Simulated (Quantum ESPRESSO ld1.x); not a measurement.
Values are calculated unless marked as measured or tabulated.
Question: Coherent X-ray form factor from a spherical all-electron density. Code: ld1.x of Quantum ESPRESSO 7.5. Model: non-relativistic Kohn-Sham, LDA (Slater exchange, VWN5 correlation), spin-polarised, spherical densities, point nucleus.

sin(theta)/lambda (1/angstrom),f0 (electrons)
0.05,5.951
0.1,5.808
0.15,5.582
0.2,5.289
0.25,4.949
0.3,4.581
0.4,3.837
0.5,3.170
0.6,2.632
0.8,1.946
1,1.605
1.25,1.385
1.5,1.228
2,0.941

The species is in the configuration that NIST lists as its ground one. Which atom or ion scatters so?

Answer: The neon ion Ne4+, [He] 2s2 2p2. Extrapolating in s^2 from the first two rows gives f0(0) = 6.0, near the electron count 6; among species with that count, the fall with angle is slower the higher Z, and the table is that of Z = 10; from so few rows the species is fixed only to a neighbour or two.
